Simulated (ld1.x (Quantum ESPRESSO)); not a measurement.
# Configuration tests for Pt (PAW)

platinum (Pt), PAW, made with ld1.x (Quantum ESPRESSO) 7.5 (PW91, fully relativistic). Core [Xe] 4f14, reference 5d8 6s2 6p0. Waves: 6s (bound): rcut 1.85, rcutus 2.35 bohr; 6s channel at 4.15 Ry: rcut 1.85, rcutus 2.35 bohr; 6p (bound, empty): rcut 2.70, rcutus 2.95 bohr; 6p channel at 0.55 Ry: rcut 2.70, rcutus 2.95 bohr; 5d (bound): rcut 2.05, rcutus 2.30 bohr; 5d channel at 1.3 Ry: rcut 2.05, rcutus 2.30 bohr; 5f channel at 0.15 Ry: rcut 2.30, rcutus 2.65 bohr; 5f channel at 1 Ry: rcut 2.30, rcutus 2.65 bohr. Local part: all-electron potential smoothed inside 2.75 bohr (lloc = -1). Core correction: Bessel-smoothed model core inside 1.65 bohr. Augmentation charge: PSQ, inside the norm-conserving radii.

Open shells are filled in proportion to 2j + 1 (rel_dist='average').

Energies are relative to the spin-unpolarised reference configuration 5d8 6s2 6p0; without spin polarisation the order of configurations can differ from experiment. Not all tests gave a result: test run stopped at test 5 of 7 (negative rho).

| valence configuration | charge | ΔE all-electron (eV) | error AE − PS (meV) |
| --- | --- | --- | --- |
| 5d9 6s0 6p0 | +1 | 8.279 | -37 |
| 5d8 6s0 6p0 | +2 | 28.338 | -7.3 |

**Question.** What are ΔE and the potential's error for 5d9 6s1 6p0?

**Answer.** ΔE = -1.008 eV all-electron; the error (AE − PS) is -23 meV.

**Question.** What are ΔE and the potential's error for 5d9 6s0.5 6p0?

**Answer.** ΔE = 2.731 eV all-electron; the error (AE − PS) is -30 meV.

The ghost test of this file was not conclusive.
